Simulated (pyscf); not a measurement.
PySCF, gas phase, ωB97X-D3(BJ)/def2-SVP geometries.

SMILES: [Cl][WH]([Cl])([Cl])([O]B)[Cl]
```xyz
10

B      0.9287    -0.0954    -1.4261
O      0.3081    -0.3057    -0.2346
W     -0.0378    -0.0011     1.5815
Cl    -2.1321    -0.6774     2.1945
Cl     0.6409    -2.2086     1.7563
Cl     1.0846     1.9760     1.2114
Cl     0.5020     0.3738     3.7621
H      0.4719    -0.6433    -2.3998
H      1.8990     0.6246    -1.4425
H     -1.1641     0.9729     0.8430
```
Charge 0, spin multiplicity 1.

Question: What is the homolytic dissociation enthalpy (298 K, ωB97M-D3(BJ)/def2-TZVP) of the O–W bond of `[BH2][O][WH]([Cl])([Cl])([Cl])[Cl]`, to H₂B–O• + [Cl–WH(Cl)(Cl)–Cl]•?

Answer: O–W to H₂B–O• + [Cl–WH(Cl)(Cl)–Cl]•: 179.4 kJ/mol. The 7 functionals that were run give +179.4 (ωB97M-D3(BJ)) to +198.7 kJ/mol (r²SCAN). The radicals are drawn with the spin at the cut bond; how far it spreads was not checked. Other isomers of H₂B–O• were not searched in full and may lie lower. Open-shell species with a d-block atom are single-reference here; other states, and whether the spin sits on metal or ligand, were not checked. Elements past Kr carry the def2 core potentials, without spin-orbit coupling.
